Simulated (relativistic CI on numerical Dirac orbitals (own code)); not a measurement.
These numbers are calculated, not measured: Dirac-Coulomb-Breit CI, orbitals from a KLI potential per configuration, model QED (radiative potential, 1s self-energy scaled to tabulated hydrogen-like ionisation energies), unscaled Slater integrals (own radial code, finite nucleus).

The strongest absorption lines from the ground level of an ion, among the configurations computed and to levels below about 438 eV (vacuum wavelength in Å, gf): 52.077 (0.44), 55.532 (0.33), 55.946 (0.3), 56.374 (1.6), 56.923 (0.13), 57.821 (0.72), 58.684 (0.31), 62.114 (0.69).

Task: Which ion is it?
A. Sn24+
B. Sn28+
C. Sn26+
D. Xe30+

Result: C. Sn26+ has 24 electrons and the ground level 3s2 3p6 3d6 5D_4; the strongest line goes to 3s2 3p5 3d7 5P°_3. The pattern of lines fixes the number of electrons, and along that sequence the line energies rise steadily with the charge (about as its square where n changes within one kind of shell, about linearly where n is kept but much faster in heavy ions where fine structure, which grows about as Z⁴, sets the gap, and irregularly where shells cross), which fixes Z. Configurations outside the model, such as inner-shell arrays, can give stronger lines. At this charge energies of transitions that change n are usually good to better than 1 %, and those within a shell (Δn = 0) to a few per cent. Terms inside the open d or f shell come out 10 to 20 % too wide with unscaled integrals.

LS names give the leading component of a level, which can be under half, so a name can repeat, a term be missing and a line seem to break the LS rules.
